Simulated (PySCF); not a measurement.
C4H3ClF5 (doublet state).
Cartesian coordinates in Å at the GFN2-xTB level; atoms count from 1:
```
atom  x, y, z in Å
C1     1.3758   -1.0425   -0.1492
C2     0.9145    0.1901    0.4093
Cl3    2.2500    1.5125    0.0771
C4    -0.3517    0.7536   -0.2304
F5    -0.6564    1.9745    0.2593
F6    -0.2314    0.8902   -1.5672
C7    -1.5736   -0.1738    0.0454
F8    -2.7127    0.3662   -0.3663
F9    -1.4340   -1.3501   -0.5672
F10   -1.6875   -0.4193    1.3542
H11    2.0453   -1.6623    0.4143
H12    1.2292   -1.2523   -1.1923
H13    0.8282    0.2137    1.4955
```

The hyperfine couplings belong to this conformer and change with its torsions.

Identity: `FC(F)(F)C(F)(F)[C@H](Cl)[CH2]` [radical].

Computed, not measured: PySCF, UKS B3LYP, pcH-1 on C Cl F H, non-relativistic, mean-field spin-orbit, GIAO. Isolated species at its GFN2-xTB geometry (one conformer only). The geometry wasn't refined by DFT: couplings that depend on bond lengths, twists or pyramidal angles can differ widely from those at the functional's own minimum. No stability test was run, so a lower SCF solution isn't excluded.

Task: Give the principal g shifts and their parts.

Result: 
| Δg (ppm) | 1 | 2 | 3 |
| --- | --- | --- | --- |
| relativistic mass correction | -188 | -188 | -188 |
| gauge correction | 18 | 12 | 28 |
| orbital Zeeman/spin–orbit | -1191 | 8 | 3988 |
| total | -1361 | -168 | 3828 |

So g = 2.00096, 2.00215, 2.00615 and g_iso = 2.00309; the tensor is rhombic: the two nearest values differ by 23 % of g3 − g1. 

Task: What effective moment and Curie constant follow for a powder?

Result: With the mean of g² = 4.0124 and S(S+1) = 0.75: μ_eff = √(⟨g²⟩S(S+1)) = 1.735 μB and χT = 0.12505·⟨g²⟩·S(S+1) = 0.376 cm³ K/mol (cgs; spin-Hamiltonian part alone).

Task: At 93.814 GHz, how far is the centre of the isotropic spectrum from where a free electron (g = 2.002319) resonates?

Result: B = hν/(g μB) with μB/h = 13.99624 MHz/mT gives 3347.52 mT for the free electron and 3346.24 mT at g_iso, 1.28 mT lower.

Task: In a frozen sample, at which fields do the three g values resonate at 9.5, 34, 94 and 263 GHz (hyperfine left aside), and which band first spreads them over more than twice a line width of 1.0 mT?

Result: 
| band | GHz | B(g3) mT | B(g2) mT | B(g1) mT | spread mT |
| --- | --- | --- | --- | --- | --- |
| X | 9.5 | 338.34 | 339.01 | 339.21 | 0.88 |
| Q | 34.0 | 1210.89 | 1213.31 | 1214.03 | 3.14 |
| W | 94.0 | 3347.75 | 3354.44 | 3356.43 | 8.68 |
| J | 263.0 | 9366.59 | 9385.28 | 9390.88 | 24.29 |

The spread grows in proportion to the frequency. Q band is the first where it exceeds 2.0 mT.

The largest Mulliken spin populations are on C1 (+0.95), Cl3 (+0.19) and C2 (-0.07). The positive populations add up to 1.15 and the negative ones to -0.15, together 2S = 1. The angles at C1 add up to 358.7°, so it is planar; its axial dipolar tensor and the negative couplings of its protons fit spin in a p orbital normal to that plane.

The HOMO–LUMO gaps are 6.42 eV among the α and 5.10 eV among the β orbitals.
